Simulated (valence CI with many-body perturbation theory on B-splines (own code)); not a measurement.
**Energy levels of Cl4+**

Level of theory: relativistic CI+MBPT: three valence electrons over a frozen Dirac-Fock core [Ne], radial functions for each j: 9 s, 9 p, 8 d, 6 f, 3 g, 1 h, with the one-electron correlation potential Σ1, the two-electron term Σ2, the three-electron term Σ3, Breit, model QED; selected CI, second order for the rest, scaled by the run's own slope (own B-spline code, finite nucleus).

No measured levels were compared; by estimate levels hold to about 100 cm⁻¹ or 0.05 % of their energy and the worst to 300 or 400 cm⁻¹, as in measured light ions of charge 2 to 7.

Levels 1 to 31 of 31, with energies above the lowest level, 3s2.3p 2P°_1/2. "Leading %" is the weight of the configuration and term that name the level; weights of strongly mixed levels are sums over their largest components and can fall short, so below about 35 % the name and the second component can differ from the true leading terms, or belong to a minority configuration. In the jj column 3d3/2^4 stands for four electrons in 3d with j = 3/2. Lifetimes count E1, E2, E3, M1 and M2 decay at the calculated energies, and are blank where another channel may lead or the interval is too uncertain; long ones can be off by a factor of two.

```
No.  Configuration  Term    J  E (eV)  Leading %  Lifetime             Leading jj
  1         3s2.3p   2P°  1/2   0.000         96                3s^2 3p1/2 (96 %)
  2         3s2.3p   2P°  3/2   0.185         96    33.2 s      3s^2 3p3/2 (96 %)
  3         3s.3p2    4P  1/2  10.596         99   3.89 μs      3s 3p1/2^2 (46 %)
  4         3s.3p2    4P  3/2  10.663         99   20.0 μs  3s 3p1/2 3p3/2 (88 %)
  5         3s.3p2    4P  5/2  10.768         99   7.65 μs      3s 3p3/2^2 (64 %)
  6         3s.3p2    2D  3/2  14.034         83   3.21 ns  3s 3p1/2 3p3/2 (56 %)
  7         3s.3p2    2D  5/2  14.044         83   3.37 ns  3s 3p1/2 3p3/2 (53 %)
  8         3s.3p2    2S  1/2  18.202         96    265 ps      3s 3p3/2^2 (62 %)
  9         3s.3p2    2P  1/2  19.601         94   90.2 ps  3s 3p1/2 3p3/2 (63 %)
 10         3s.3p2    2P  3/2  19.720         94   89.4 ps      3s 3p3/2^2 (54 %)
 11         3s2.3d    2D  3/2  23.053         81   71.3 ps      3s^2 3d3/2 (81 %)
 12         3s2.3d    2D  5/2  23.056         81   72.7 ps      3s^2 3d5/2 (81 %)
 13            3p3   2D°  3/2  27.575         62   1.92 ns   3p1/2 3p3/2^2 (27 %)
 14            3p3   2D°  5/2  27.593         62   1.90 ns   3p1/2 3p3/2^2 (62 %)
 15            3p3   4S°  3/2  28.931         98    103 ps   3p1/2 3p3/2^2 (55 %)
 16       3s.3p.3d   4F°  3/2  30.637         99    342 ns  3s 3p1/2 3d3/2 (75 %)
 17       3s.3p.3d   4F°  5/2  30.675         99    274 ns  3s 3p3/2 3d3/2 (36 %)
 18       3s.3p.3d   4F°  7/2  30.728         99    309 ns  3s 3p3/2 3d3/2 (39 %)
 19       3s.3p.3d   4F°  9/2  30.798         99            3s 3p3/2 3d5/2 (99 %)
 20            3p3   2P°  3/2  31.367         72    286 ps         3p3/2^3 (40 %)
 21            3p3   2P°  1/2  31.372         72    282 ps   3p1/2 3p3/2^2 (72 %)
 22         3s2.4s    2S  1/2  31.782         95   84.2 ps         3s^2 4s (95 %)
 23       3s.3p.3d   4P°  5/2  33.405         95    121 ps  3s 3p1/2 3d5/2 (62 %)
 24       3s.3p.3d   4P°  3/2  33.459         95    119 ps  3s 3p3/2 3d5/2 (32 %)
 25       3s.3p.3d   4P°  1/2  33.499         97    120 ps  3s 3p3/2 3d3/2 (75 %)
 26       3s.3p.3d   4D°  1/2  33.729         97   70.5 ps  3s 3p3/2 3d3/2 (47 %)
 27       3s.3p.3d   4D°  3/2  33.749         95   71.3 ps  3s 3p3/2 3d3/2 (60 %)
 28       3s.3p.3d   4D°  5/2  33.769         95   71.4 ps  3s 3p3/2 3d3/2 (48 %)
 29       3s.3p.3d   4D°  7/2  33.782         99   70.7 ps  3s 3p3/2 3d5/2 (70 %)
 30       3s.3p.3d   2D°  5/2  34.900         76   89.6 ps  3s 3p3/2 3d5/2 (41 %)
 31       3s.3p.3d   2D°  3/2  34.904         76   89.5 ps  3s 3p3/2 3d5/2 (31 %)
```

Names give the largest LS component (configuration and term), which can be under half, so a name can repeat, a term be missing and a line seem to break the LS rules; names also repeat where a configuration has a term twice.

The ionisation energy to 3s2 1S_0 of the next ion comes out as 67.736 eV (NIST: 67.68 ± 0.1 eV (semi-empirical)). All 31 levels together are meant to be complete up to 36.299 eV.
